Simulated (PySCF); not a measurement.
Compound: C₆H₆N₄.
Atom-mapped SMILES: `[CH2:1]=[CH:2][c:3]1[n:4][n:5]([CH3:6])[n:7][c:8]1[C:9]#[N:10]`

Geometry (GFN2-xTB, Å), atoms numbered from 1 in this order:
```xyz
16
C6H6N4 angstrom
C     -2.1474   -1.9398    0.0252
C     -1.9443   -0.6278    0.0161
C     -0.6331   -0.0285    0.0015
N      0.5228   -0.6898   -0.0047
N      1.4516    0.2340   -0.0230
C      2.8463   -0.0830   -0.0119
N      1.0198    1.4649   -0.0280
C     -0.3094    1.3565   -0.0132
C     -1.2009    2.4373   -0.0145
N     -1.9781    3.2803   -0.0132
H     -1.3195   -2.6280    0.0232
H     -3.1389   -2.3570    0.0358
H     -2.7654    0.0769    0.0183
H      3.3892    0.7215   -0.5044
H      2.9961   -1.0261   -0.5341
H      3.2036   -0.1824    1.0155
```

Definitions: NICS(0) = −σiso at the ring centroid; NICS(1) = −σiso and NICS(1)zz = −σzz at ±1 Å along the ring normal z. Level: GIAO PBE0/pcSseg-1 (PySCF, non-relativistic, gas phase) on the GFN2-xTB geometry, one conformer.

Ring bond lengths (Å), with Mayer bond orders in brackets: C3–N4 1.332 (1.45), N4–N5 1.310 (1.23), N5–N7 1.304 (1.28), N7–C8 1.334 (1.38), C8–C3 1.422 (1.21).

Problem. What do the NICS probes read (ppm)?

Solution. 
```csv
ring,type,NICS(0),"NICS(1), two faces","NICS(1)zz, two faces",rms pucker (Å),"centre to ring atoms, mean (Å)"
C3–N4–N5–N7–C8,5-membered ring with 3 N; formal bonds all aromatic,-12.4,-12.4 / -12.5,-28.9 / -29.3,0.00,1.14
```

Problem. What can be read from them?

Solution. 
- C3–N4–N5–N7–C8: mean NICS(1)zz -29.1 ppm, shielded, aromatic by this magnetic criterion (flat ring, no four-coordinate atom).

Problem. How equal are the bonds by HOMA? HOMA = 1 − mean of α(R − Ropt)² over the ring bonds, with Krygowski's 1993 parameters (CC: Ropt 1.388 Å, α 257.7 Å⁻²; CN: Ropt 1.334 Å, α 93.52 Å⁻²; NN: Ropt 1.309 Å, α 130.33 Å⁻²).

Solution. 
- C3–N4–N5–N7–C8: HOMA 0.94; the largest term is that of C8–C3, α(R − Ropt)² = 0.30. The geometric and the magnetic index point the same way.

Problem. At the first NICS(1) probe listed for ring C3–N4–N5–N7–C8, 1 Å off the ring, what do the in-plane components average?

Solution. The isotropic value is a third of the trace: (3 × -12.4 − (-28.9))/2 = -4.2 ppm.

Problem. List the ring angles and the Hirshfeld charges of the ring atoms.

Solution. 
- C3–N4–N5–N7–C8: C3 106.6° (+0.031 e), N4 105.4° (-0.115 e), N5 115.5° (+0.115 e), N7 104.7° (-0.112 e), C8 107.8° (+0.021 e); sum 540.0° against 540° for a flat convex ring.

The run took about 90 s of CPU time (one thread, shared machine). This is the whole shielding run at PBE0/pcSseg-1, SCF included.
